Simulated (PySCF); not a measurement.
# Vibration and rotation of TeCl

UHF-CCSD(T) constants of TeCl, ²Π (doublet), unpaired electrons π ↑ (basis Te x2c-SVPall, Cl x2c-SVPall; spin-free X2C with a Gaussian nucleus; PySCF 2.14; masses 129.9062 and 34.9689 u):

- ωe: 364.2 cm⁻¹
- ωexe: 1.11 cm⁻¹
- Be: 0.10781 cm⁻¹
- αe: 0.000473 cm⁻¹
- De to Te + Cl: 2.07 eV

Question: What force constant and bond length do these constants imply?

Answer: Reduced mass μred = 27.552 u; k = 5.8918×10⁻⁷·μred·ωe² (u, cm⁻¹, mdyn/Å) = 2.15 mdyn/Å; Re = √(16.8576/(μred·Be)) (u, cm⁻¹, Å) = 2.382 Å.

Question: Estimate the centrifugal constant D from the Kratzer relation and find the Dunham coefficient a1.

Answer: D = 4Be³/ωe² = 3.78e-08 cm⁻¹; a1 = −1 − αeωe/(6Be²) = -3.47.

Correlated steps freeze 23 core orbitals. Correlated levels converge slowly with the basis: in double zeta they bind strong bonds too weakly, by up to about 1 eV, and carry superposition errors of some tenths. These are scalar-relativistic numbers at best; spin–orbit coupling would shift them, the dissociation energy most. The state was picked by a PBE0 search and need not be the measured ground state.
